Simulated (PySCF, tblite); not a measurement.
Species: C6H7OPSi.
Structure used (GFN2-xTB), in Å, numbered top down from 1:
```xyz
16
C6H7OPSi angstrom
C      3.9274    1.9280   -0.2949
C      2.9806    1.2106   -0.0936
C      1.9106    0.4054    0.1271
C      0.9892   -0.3478    0.3438
C     -0.1603   -1.1657    0.5467
C     -0.6352   -1.9265   -0.6982
O     -1.8938   -1.2990   -0.9400
Si    -1.8730   -0.2840    0.3660
P     -1.7725    1.8601   -0.2390
H      4.7509    2.5519   -0.4695
H     -0.0363   -1.8068    1.4176
H      0.0079   -1.7920   -1.5689
H     -0.7943   -2.9906   -0.5190
H     -2.8419   -0.7277    1.3773
H     -1.4429    2.3083    1.0298
H     -3.1239    2.0847   -0.0375
```

Theory: PBE0/pcSseg-1 in PySCF (dipole) on a GFN2-xTB geometry, gas phase.

Masses are those of the commonest isotopes; rigid-rotor values at the optimised geometry. The values belong to one conformer with, in the numbering `[CH:1]#[C:2][C:3]#[C:4][C@@H:5]1[CH2:6][O:7][Si@@H:8]1[PH2:9]`, O7–Si8–P9–H -166° and 101°.

(1) Give the principal moments of inertia and the rotational constants in MHz.

(2) Classify the top.

(3) What does the inertial defect say?

(4) List the rotational levels J(Ka,Kc) to J = 4 (K).

(5) Which types of transition are allowed, and where do some lines up to J = 2 fall?

(6) Estimate the classical rotational partition function at 25 K, 200 K and 298.15 K.

## Answers

(1) Ia = 290.44, Ib = 718.36, Ic = 931.33 u·Å²; 505379 MHz·u·Å²/I gives A = 1740, B = 703.5, C = 542.6 MHz.

(2) An asymmetric top. Ray's parameter κ = (2B − A − C)/(A − C) = -0.731; −1 is the prolate and +1 the oblate limit.

(3) Not planar: Δ = Ic − Ia − Ib = -77.47 u·Å². For a rigid frame Δ = −2 Σ m c², so Σ m c² = 38.73 u·Å² lies off the ab plane: 8.25 from hydrogen and 30.48 from heavier atoms. The atom farthest from that plane is 1.54 Å away.

(4) Above 0(0,0), as E/k:
J = 1: 1(0,1) 0.060, 1(1,1) 0.110, 1(1,0) 0.117
J = 2: 2(0,2) 0.179, 2(1,2) 0.221, 2(1,1) 0.245, 2(2,1) 0.394, 2(2,0) 0.395
J = 3: 3(0,3) 0.355, 3(1,3) 0.389, 3(1,2) 0.435, 3(2,2) 0.573, 3(2,1) 0.577, 3(3,1) 0.842, 3(3,0) 0.842
J = 4: 4(0,4) 0.586, 4(1,4) 0.611, 4(1,3) 0.688, 4(2,3) 0.812, 4(2,2) 0.824, 4(3,2) 1.083, 4(3,1) 1.083, 4(4,1) 1.456, 4(4,0) 1.456
Those of J = 1 are B + C, A + C and A + B.

(5) The dipole components are |μa| = 0.78 D, |μb| = 0.11 D, |μc| = 1.78 D. The squared components, which scale the intensities, stand as 0.19 : 0.00 : 1.00 (a : b : c). Some lines, for components of 0.1 D or more:

| type | branch | J(Ka,Kc) | MHz | lower level (cm⁻¹) |
| --- | --- | --- | --- | --- |
| a | Q | 2(1,1) ← 2(1,2) | 483 | 0.154 |
| c | Q | 1(1,1) ← 1(0,1) | 1037 | 0.042 |
| b | Q | 1(1,0) ← 1(0,1) | 1197 | 0.042 |
| b | R | 1(1,1) ← 0(0,0) | 2283 | 0.000 |
| c | Q | 2(2,1) ← 2(1,1) | 3110 | 0.170 |
| b | Q | 2(2,0) ← 2(1,1) | 3127 | 0.170 |
| b | R | 2(1,2) ← 1(0,1) | 3368 | 0.042 |
| b | Q | 2(2,1) ← 2(1,2) | 3592 | 0.154 |
| c | R | 2(1,1) ← 1(0,1) | 3851 | 0.042 |
| b | R | 2(2,1) ← 1(1,0) | 5763 | 0.082 |
| c | R | 2(2,0) ← 1(1,0) | 5780 | 0.082 |
| c | R | 2(2,1) ← 1(1,1) | 5924 | 0.076 |

(6) Point group C1, symmetry number σ = 1; q = (√π/σ)·√((kT/h)³/(ABC)), k/h = 20836.6 MHz/K: 25900 at 25 K, 585000 at 200 K, 1060000 at 298.15 K.

Its GFN2-xTB frequencies are all real (lowest 32 cm⁻¹). These are rigid-rotor constants of the computed structure; measured ground-state constants (B0) also hold zero-point vibration.

Time: 38 s wall; peak memory 0.93 GiB. Hardware: one thread, Arm Neoverse V1 (aarch64) (shared host). This is the PBE0/pcSseg-1 job that gave the dipole, with the shieldings it also computed.
